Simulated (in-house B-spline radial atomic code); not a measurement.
Successive ionisation energies of thallium; each step leads to the configuration of the next row (after the last: [Kr] 4d2). Dirac energy differences include first-order Breit, QED and recoil terms. NIST's values go from ground level to ground level; the uncertainty of those that are theory runs from under 0.1 % in few-electron ions to several per cent in heavy many-electron ones. Computed with an all-electron radial atomic-structure program (B-spline basis): Dirac-Hartree-Fock, average of the configuration, finite nuclei.

| ion | configuration | ionisation energy (eV) | tabulated value (eV) | tabulated kind | computed minus tabulated (eV) | highest orbital | largest mean radius (bohr) |
| --- | --- | --- | --- | --- | --- | --- | --- |
| Tl33+ | [Kr] 4d10 4f2 | 1266.8 | 1290 | tabulated theory | -23.2 | 4f7/2 | 0.39719 |
| Tl34+ | [Kr] 4d10 4f1 | 1327.6 | 1350 | tabulated theory | -22.4 | 4f7/2 | 0.39411 |
| Tl35+ | [Kr] 4d10 | 1636.5 | 1625 | tabulated theory | 11.5 | 4d5/2 | 0.39106 |
| Tl36+ | [Kr] 4d9 | ? | ? | tabulated theory | ? | ? | ? |
| Tl37+ | [Kr] 4d8 | 1753.6 | 1740 | tabulated theory | 13.6 | 4d5/2 | 0.38693 |
| Tl38+ | [Kr] 4d7 | 1813.1 | 1802 | tabulated theory | 11.1 | 4d5/2 | 0.38494 |
| Tl39+ | [Kr] 4d6 | ? | ? | tabulated theory | ? | ? | ? |
| Tl40+ | [Kr] 4d5 | 1934.0 | 1920 | tabulated theory | 14.0 | 4d5/2 | 0.38101 |
| Tl41+ | [Kr] 4d4 | ? | ? | tabulated theory | ? | ? | ? |
| Tl42+ | [Kr] 4d3 | 2057.3 | 2075 | tabulated theory | -17.7 | 4d5/2 | 0.37715 |

Task: Fill in the row of Tl36+.

Result: ionisation energy (eV): 1694.8; tabulated value (eV): 1681; computed minus tabulated (eV): 13.8; highest orbital: 4d5/2; largest mean radius (bohr): 0.38894.

Task: Fill in the row of Tl39+.

Result: ionisation energy (eV): 1873.2; tabulated value (eV): 1862; computed minus tabulated (eV): 11.2; highest orbital: 4d5/2; largest mean radius (bohr): 0.38297.

Task: Fill in the row of Tl41+.

Result: ionisation energy (eV): 1995.3; tabulated value (eV): 2014; computed minus tabulated (eV): -18.7; highest orbital: 4d5/2; largest mean radius (bohr): 0.37907.

Where a p, d or f electron is removed, the computed value is a mean over both j, so it misses the tabulated one by a part of the spin-orbit splitting; averaging over terms and missing correlation add to the gap, relatively most at low charge.
